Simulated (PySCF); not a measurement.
**Correlation energy of Ir (iridium, neutral)**

[Xe] 4f14 5d6 6s2 7s1, high-spin 6D determinant (an excited configuration). Calculation: PySCF 2.14, in aug-cc-pwCVTZ-PP with ECP60MDF (8s8p7d4f3g, 122 functions); a scalar-relativistic core potential. Frozen: 5s2 5p6; 9 electrons correlated.

MP2 pair energies summed by pair of shells (mhartree):

| pair | energy | share (%) |
| --- | --- | --- |
| 5d-5d | -103.43 | 50.1 |
| 5d-6s | -74.56 | 36.1 |
| 6s-6s | -20.56 | 10.0 |
| 6s-7s | -4.98 | 2.4 |
| 5d-7s | -2.92 | 1.4 |

Total MP2 correlation energy: -206.45 mhartree.

Same-spin part -89.06 and opposite-spin part -117.40 mhartree; SCS-MP2 scales them by 1/3 and 6/5 to -170.56 mhartree.
